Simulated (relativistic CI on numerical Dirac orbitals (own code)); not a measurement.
# How well does a small relativistic CI reproduce Pt²⁺?

Computed by Dirac-Coulomb-Breit CI, KLI orbitals optimised for each configuration, a model potential for QED, valence Slater integrals scaled by 0.85, P86 correlation energy added to each configuration (own radial code, finite nucleus).

Configurations in the expansion (outside the closed core [Xe] 4f14): 5d⁸, 5d⁷6s, 5d⁷6p, 5d⁷5f, 5d⁶6s6p, 5d⁷7s, 5d⁷6d, 5d⁷7p, 5d⁷8s, 5d⁷7d, 5d⁷8p, 5d⁷6f, 5d⁷5g, 5d⁷8d, 5d⁷7f, 5d⁶5f6s, 5d⁶6s², 5d⁵6s²6p, 5d⁵5f6s², 5d⁵6s²7s, 5d⁵6s²6d, 5d⁵6s²7p, 5d⁶6s7s, 5d⁵6s6p7s, 5d⁵5f6s7s, 5d⁵6s7s², 5d⁵6s6d7s, 5d⁵6s7s7p. Double excitations out of closed p, d and f shells are left out; levels of such configurations are missing from the list, as are those of other unlisted configurations, and high levels can miss mixing partners.

| Configuration | Term (tabulated) | J | Measured (cm⁻¹) | Computed | Error | Purity (%) |
| --- | --- | --- | --- | --- | --- | --- |
| 5d⁸ | 3F | 4 | 0.0 | 0 | 0 | 95 |
| 5d⁸ | 3F | 3 | 9751.7 | 8876 | -876 | 98 |
| 5d⁸ | 3P | 0 | 14939.0 | 15693 | 754 | 82 |
| 5d⁸ | 3P | 1 | 16781.6 | 17172 | 390 | 91 |
| 5d⁸ | 1G | 4 | 21330.8 | 21339 | 8 | 91 |
| 5d⁷6s | 5F | 5 | 21836.7 | 25357 | 3520 | 89 |

Measured levels from NIST levels as listed in McCann et al., Mon. Not. R. Astron. Soc. 538, 537 (2025); pairs were made by configuration, J and term (by order where the table uses no LS term), so strongly mixed levels may be paired wrongly.

Mean error by configuration (cm⁻¹): 5d⁸ 69; 5d⁷6s 3520. Over the excited levels the mean absolute error is 1109 cm⁻¹ (5 of the 7 excited levels that our extract of the source holds in range could be paired, and the others can miss by more), and the median relative error of those above 1,000 cm⁻¹ is 5 %. Some levels of the ground configuration have no partner.
